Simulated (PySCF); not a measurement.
Compound: C6H4N2.
Bonds: N1–C2 (triple), C2–C3, C3–C4 (aromatic), C4–C5 (aromatic), C5–N6 (aromatic), N6–C7 (aromatic), C7–C8 (aromatic), C3–C8 (aromatic). Hydrogens: H9 on C4; H10 on C5; H11 on C7; H12 on C8.

Probes without a nucleus sit at each ring's centroid and 1 Å off its mean plane on both sides; NICS is minus the shielding there, NICSzz its component along the normal. Level: GIAO PBE0/pcSseg-1 (PySCF, non-relativistic, gas phase) on the GFN2-xTB geometry, one conformer.

Ring bond lengths (Å), with Mayer bond orders in brackets: C3–C4 1.395 (1.36), C4–C5 1.386 (1.40), C5–N6 1.322 (1.48), N6–C7 1.322 (1.48), C7–C8 1.386 (1.40), C8–C3 1.396 (1.36).

Task: Give the NICS values of each ring in ppm.

Result: 
```tsv
ring	type	NICS(0)	NICS(1), two faces	NICS(1)zz, two faces	rms pucker (Å)	centre to ring atoms, mean (Å)
C3–C4–C5–N6–C7–C8	6-membered ring with N; formal bonds all aromatic	-7.7	-11.3 / -11.3	-28.2 / -28.2	0.00	1.37
```

Task: What do they say, and how far can they be read as aromaticity?

Result: 
- C3–C4–C5–N6–C7–C8: mean NICS(1)zz -28.2 ppm, shielded. For a flat ring without four-coordinate atoms the NICS criterion counts such a value as aromatic.

Task: And the bond-length index? HOMA = 1 − mean of α(R − Ropt)² over the ring bonds, with Krygowski's 1993 parameters (CC: Ropt 1.388 Å, α 257.7 Å⁻²; CN: Ropt 1.334 Å, α 93.52 Å⁻²).

Result: 
- C3–C4–C5–N6–C7–C8: HOMA 0.99; the largest term is that of C8–C3, α(R − Ropt)² = 0.01. The geometric and the magnetic index point the same way.

Task: How shielded are the nuclei of the rings and their hydrogens (means over atoms taken as equivalent)?

Result: 
```csv
atoms,environment,σ isotropic (ppm),"principal values of the symmetric part, first atom (ppm)"
C3,substituted aromatic carbon,61.4,"-50.7, 58.9, 175.9"
C4 (×2),aromatic CH carbon,55.1,"-56.2, 45.8, 175.6"
C5 (×2),aromatic CH next to a ring nitrogen,30.1,"-81.3, 21.8, 150.0"
N6,pyridine-type nitrogen,-107.1,"-455.2, -179.3, 313.1"
H9 (×2),aromatic hydrogen,24.07,"21.3, 22.3, 28.6"
H10 (×2),aromatic hydrogen,22.52,"18.8, 22.0, 26.8"
```

Hardware: one thread of an Arm Neoverse V2, shared host. Cost: 12 s. This is the whole shielding run at PBE0/pcSseg-1, SCF included.
